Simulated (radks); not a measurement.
The numbers below are computed, except where a source is named.
Question: Code: a radial shooting solver on a logarithmic mesh with Libxc functionals. Model: scalar-relativistic Kohn-Sham, BLYP, spin-polarised, spherical densities, point nucleus; open shells are filled with parallel spins first (spin-orbit coupling, left out, can overturn this in heavy ions). Each species is in its NIST ground configuration. Rank Cd3+, Rb3+, Te3+, In3+, Ru3+, Pd3+, Xe3+, Sb3+, Sn3+, Tc3+, Ag3+, Rh3+, Mo3+, Sr3+, Zr3+, I3+, Nb3+ by radius at which the density is 0.001 e/bohr^3 (bohr), largest first.

Answer: I3+ 3.65, Xe3+ 3.63, Te3+ 3.61, Sb3+ 3.45, Sn3+ 3.32, Nb3+ 3.30, Mo3+ 3.29, Zr3+ 3.25, Tc3+ 3.25, Rb3+ 3.22, Ru3+ 3.20, Rh3+ 3.18, Sr3+ 3.16, Pd3+ 3.14, Ag3+ 3.09, Cd3+ 3.04, In3+ 2.99.
